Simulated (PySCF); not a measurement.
A series of related molecules.

All values: B3LYP/def2-SVPD (PySCF) at GFN2-xTB geometries, gas phase, one conformer each. Core orbitals are frozen in the response; Δα² is half the sum of the squared differences of the principal polarisabilities.

Question: Rank by HOMO–LUMO gap, lowest first.
A. `[Si@H]1([SiH2][C@H](C)[SiH2]1)N`
B. `CC1[SiH2][SiH2][SiH2]1`
C. `C[C@H]1[SiH2][Si@H](C=C)[SiH2]1`
D. `[C@H]1([SiH2][Si@H]([SiH2]1)O)C`

Answer: A (5.26 eV), D (5.39 eV), C (5.84 eV), B (6.38 eV).

Question: Rank by HOMO energy, lowest first.
A. `C=C[Si@H]1[SiH2][C@H](C)[SiH2]1`
B. `C[C@H]1[SiH2][Si@@H](Cl)[SiH2]1`
C. `C[C@H]1[SiH2][Si@@H](N)[SiH2]1`

Answer: B (-7.26 eV), A (-6.87 eV), C (-6.44 eV).

All values together:

```json
{"SMILES": "CC1[SiH2][SiH2][SiH2]1", "change": "parent", "formula": "C2H10Si3", "μ (D)": "0.44", "HOMO (eV)": "-7.37", "LUMO (eV)": "-0.99", "α (Å³)": "16.33", "Δα (Å³)": "4.54", "electrons": "64", "α per electron (Å³)": "0.255"}
{"SMILES": "C=C[Si@H]1[SiH2][C@H](C)[SiH2]1", "change": "H on Si replaced by vinyl", "formula": "C4H12Si3", "μ (D)": "0.48", "HOMO (eV)": "-6.87", "LUMO (eV)": "-1.04", "α (Å³)": "19.83", "Δα (Å³)": "4.89", "electrons": "78", "α per electron (Å³)": "0.254"}
{"SMILES": "C[C@H]1[SiH2][Si@H](O)[SiH2]1", "change": "H on Si replaced by OH", "formula": "C2H10OSi3", "μ (D)": "1.26", "HOMO (eV)": "-6.93", "LUMO (eV)": "-1.54", "α (Å³)": "16.58", "Δα (Å³)": "3.88", "electrons": "72", "α per electron (Å³)": "0.230"}
{"SMILES": "C[C@H]1[SiH2][Si@@H](N)[SiH2]1", "change": "H on Si replaced by NH2", "formula": "C2H11NSi3", "μ (D)": "0.95", "HOMO (eV)": "-6.44", "LUMO (eV)": "-1.19", "α (Å³)": "17.51", "Δα (Å³)": "4.63", "electrons": "72", "α per electron (Å³)": "0.243"}
{"SMILES": "C[C@H]1[SiH2][Si@@H](Cl)[SiH2]1", "change": "H on Si replaced by Cl", "formula": "C2H9ClSi3", "μ (D)": "1.93", "HOMO (eV)": "-7.26", "LUMO (eV)": "-1.54", "α (Å³)": "18.12", "Δα (Å³)": "4.87", "electrons": "80", "α per electron (Å³)": "0.227"}
```

Conformers: `[CH2:1]=[CH:2][Si@H:3]1[SiH2:4][C@H:5]([CH3:6])[SiH2:7]1` with C1–C2–Si3–Si4 -27°; `[CH3:1][C@H:2]1[SiH2:3][Si@H:4]([OH:5])[SiH2:6]1` with Si3–Si4–O5–H -48°, C1–C2–Si3–Si4 112°, C2–Si3–Si4–O5 125°, Si3–Si4–Si6–C2 -7°, C1–C2–Si6–Si4 -112°; `[CH3:1][C@H:2]1[SiH2:3][Si@@H:4]([NH2:5])[SiH2:6]1` with Si3–Si4–N5–H -87° and 51°, C1–C2–Si3–Si4 135°, C2–Si3–Si4–N5 -120°, Si3–Si4–Si6–C2 7°, C1–C2–Si6–Si4 -135°; `[CH3:1][C@H:2]1[SiH2:3][Si@@H:4]([Cl:5])[SiH2:6]1` with C1–C2–Si3–Si4 135°, C2–Si3–Si4–Cl5 -125°, Si3–Si4–Si6–C2 7°, C1–C2–Si6–Si4 -135°.

Question: Give the shifts from the parent, `CC1[SiH2][SiH2][SiH2]1`.

Answer: 
```json
{"SMILES": "C=C[Si@H]1[SiH2][C@H](C)[SiH2]1", "change in μ (D)": "+0.04", "change in HOMO (eV)": "+0.50", "change in LUMO (eV)": "-0.05", "change in mean α (Å³)": "+3.50"}
{"SMILES": "C[C@H]1[SiH2][Si@H](O)[SiH2]1", "change in μ (D)": "+0.82", "change in HOMO (eV)": "+0.44", "change in LUMO (eV)": "-0.55", "change in mean α (Å³)": "+0.25"}
{"SMILES": "C[C@H]1[SiH2][Si@@H](N)[SiH2]1", "change in μ (D)": "+0.51", "change in HOMO (eV)": "+0.93", "change in LUMO (eV)": "-0.20", "change in mean α (Å³)": "+1.18"}
{"SMILES": "C[C@H]1[SiH2][Si@@H](Cl)[SiH2]1", "change in μ (D)": "+1.49", "change in HOMO (eV)": "+0.11", "change in LUMO (eV)": "-0.55", "change in mean α (Å³)": "+1.79"}
```
